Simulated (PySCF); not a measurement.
An unknown gives this computed stick spectrum. Level of theory: TDDFT CAM-B3LYP/def2-SVPD, vertical, gas phase, core orbitals frozen in the response in PySCF. Geometries: PBE0-D3(BJ)/def2-SVP, one conformer each. Relativistic effects are left out although some hold elements past zinc.

| state | λ (nm) | f |
| --- | --- | --- |
| S1 | 205.4 | 0.015 |
| S2 | 182.6 | 0.041 |
| S3 | 177.1 | 0.026 |
| S4 | 173.5 | 0.0040 |
| S5 | 170.5 | 0.023 |
| S6 | 166.5 | 0.0050 |
| S7 | 164.6 | 0.068 |
| S8 | 163.7 | 0.025 |
| S9 | 160.9 | 0.040 |
| S10 | 158.4 | 0.022 |

Question: Which structure fits?
A. `[SiH3][NH][GaH2-][O+]1CCCC1`
B. `O=C(O)[SiH]1N[SiH2]N1`
C. `CC(C)(C)CC(=O)O[SiH3]`

Answer: A. Its S1, at 6.04 eV, is the highest among the candidates; the nearest of the others has S1 at 5.75 eV. S1 is HOMO→LUMO (42%), HOMO→LUMO+1 (29%), HOMO→LUMO+2 (17%). Löwdin shares by element: HOMO nitrogen 58%, silicon 14%, hydrogen 12% or more (atoms not listed hold the other 17%); LUMO gallium 33%, silicon 8%, carbon 5% or more, hydrogen 5% or more (atoms not listed hold the other 49%). At the same level the other candidates give, for their lowest levels:
- `CC(C)(C)CC(=O)O[SiH3]`: 216 nm (f 0.001); 162 nm (f 0.034); 154 nm (f 0.009); 153 nm (f 0.047); 152 nm (f 0.023); T1 5.26 eV; HOMO -9.60, LUMO 0.88 eV
- `O=C(O)[SiH]1N[SiH2]N1`: 265 nm (f 0.001); 223 nm (f 0.025); 209 nm (f 0.001); 179 nm (f 0.028); 179 nm (f 0.003); T1 4.06 eV; HOMO -8.75, LUMO -0.15 eV
Triplets come from the Tamm–Dancoff approximation.

Without π bonds the low states are Rydberg-like; a valence basis with one diffuse set may place them up to an eV too high.
